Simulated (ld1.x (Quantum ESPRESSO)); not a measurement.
**lutetium (Lu) PAW: all-electron and pseudo phase curves**

| Quantity | Value |
| --- | --- |
| Element | Lu (Z = 71) |
| Generator | ld1.x (Quantum ESPRESSO) 7.5 |
| Type | PAW |
| Functional | Wu–Cohen |
| Relativity | scalar-relativistic |
| Frozen core | [Kr] 4d10 |
| Valence charge | 25 |
| Reference configuration | 4f14 5s2 5p6 5d1 6s2 6p0 |
| Partial waves | 5s (bound): rcut 1.50, rcutus 1.65 bohr; 6s (bound): rcut 1.50, rcutus 1.65 bohr; 5p (bound): rcut 1.85, rcutus 2.15 bohr; 6p (bound, empty): rcut 1.85, rcutus 2.15 bohr; 5d (bound): rcut 2.95, rcutus 3.20 bohr; 5d channel at 0.8 Ry: rcut 2.95, rcutus 3.20 bohr; 4f (bound): rcut 0.85, rcutus 0.95 bohr; 4f channel at -0.2 Ry: rcut 0.85, rcutus 0.95 bohr |
| Local potential | all-electron potential smoothed inside 2.25 bohr (lloc = -2) |
| Core correction | Bessel-smoothed model core, default radius (core density twice the valence density) |
| Augmentation charge | PSQ, inside the norm-conserving radii |

The phase is arctan(r·u′/u) with u = r·R(r), unwrapped; energies in Ry, scanned from -6 to 5 Ry. A pole is an energy at which the radial function vanishes at the test radius. The pseudo phase is shifted by a multiple of π to meet the all-electron one at the reference energy, and phase errors are pseudo minus all-electron; the curves can meet again beyond the range given. Levels narrower than the energy grid can be missing from the lists of poles. n/a: not evaluated, since a narrow level or a reset projector energy made the automatic matching unsafe.

| channel | radius (bohr) | reference energy (Ry) | poles, all-electron | poles, pseudo | unbroken range about the reference energy with phases within 0.05 rad | phase error 1 Ry above the reference energy (rad) |
| --- | --- | --- | --- | --- | --- | --- |
| s | 3.51 | -0.34 | 0.67 | 0.67 | n/a | n/a |
| p | 3.51 | -0.10 | -2.31, 1.65 | -2.31, 1.64 | below 3.5 | -0.000 |
| d | 3.51 | -0.13 | 0.19, 3.48 | 0.19, 3.11 | below 1.5 | -0.000 |
| f | 3.51 | -0.71 | 2.40 | 2.41 | below 3.7 | +0.000 |

Phases in the p channel:

```tsv
E (Ry)	all-electron	pseudo
-6.00	1.450	1.450
-5.74	1.447	1.447
-5.48	1.444	1.444
-5.22	1.440	1.440
-4.96	1.437	1.437
-4.70	1.432	1.432
-4.44	1.428	1.428
-4.18	1.423	1.423
-3.92	1.417	1.417
-3.66	1.411	1.411
-3.40	1.403	1.403
-3.14	1.394	1.394
-2.88	1.381	1.381
-2.62	1.361	1.361
-2.36	1.038	1.038
-2.10	-1.757	-1.757
-1.84	-1.788	-1.788
-1.58	-1.813	-1.813
-1.32	-1.844	-1.844
-1.06	-1.884	-1.884
-0.80	-1.943	-1.943
-0.54	-2.039	-2.039
-0.28	-2.227	-2.227
-0.02	-2.684	-2.684
0.24	-3.616	-3.617
0.50	-4.217	-4.218
0.76	-4.456	-4.456
1.02	-4.573	-4.574
1.28	-4.645	-4.645
1.54	-4.695	-4.696
1.80	-4.735	-4.737
2.06	-4.771	-4.773
2.32	-4.807	-4.809
2.58	-4.846	-4.850
2.84	-4.894	-4.901
3.10	-4.961	-4.975
3.36	-5.073	-5.104
3.62	-5.305	-5.402
3.88	-5.950	-6.268
4.14	-6.971	-7.175
4.40	-7.404	-7.489
4.66	-7.573	-7.621
4.92	-7.660	-7.693
```
